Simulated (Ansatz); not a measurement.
`[NH2][AlH][SiH3]` and `[NH2][Al]([F])[SiH3]` differ in one atom or group.

Ansatz, PBE0-D4/def2-TZVP geometries, multiplicity 1. Each molecule was computed in one conformer, which needn't be the lowest.

```tsv
property	`[NH2][AlH][SiH3]`
HOMO energy (B3LYP/def2-TZVPP) / eV	-7.31
LUMO energy (ωB97M-V/def2-TZVPP) / eV	0.54
HOMO energy (PBE/def2-TZVPP) / eV	-6.34
HOMO–LUMO gap (ωB97M-V/def2-TZVPP) / eV	10.06
HOMO–LUMO gap (PBE/def2-TZVPP) / eV	4.47
HOMO–LUMO gap (PBE0/def2-TZVPP) / eV	6.38
```

**Question.** What does the change do to each property? (An estimate is asked.)

**Answer.** Computed: 
```tsv
property	`[NH2][Al]([F])[SiH3]`	shift
HOMO energy (B3LYP/def2-TZVPP) / eV	-7.54	-0.23
LUMO energy (ωB97M-V/def2-TZVPP) / eV	0.81	0.27
HOMO energy (PBE/def2-TZVPP) / eV	-6.39	-0.05
HOMO–LUMO gap (ωB97M-V/def2-TZVPP) / eV	10.93	0.87
HOMO–LUMO gap (PBE/def2-TZVPP) / eV	4.77	0.30
HOMO–LUMO gap (PBE0/def2-TZVPP) / eV	6.91	0.53
```

With PBE0 the HOMO falls by 0.28 eV and the LUMO rises by 0.25 eV, so the gap widens by about 0.53 eV. PBE moves the HOMO by -0.05 eV and ωB97M-V by -0.60 eV.

B3LYP here is the variant with VWN-RPA as its local correlation; programs differ in this.
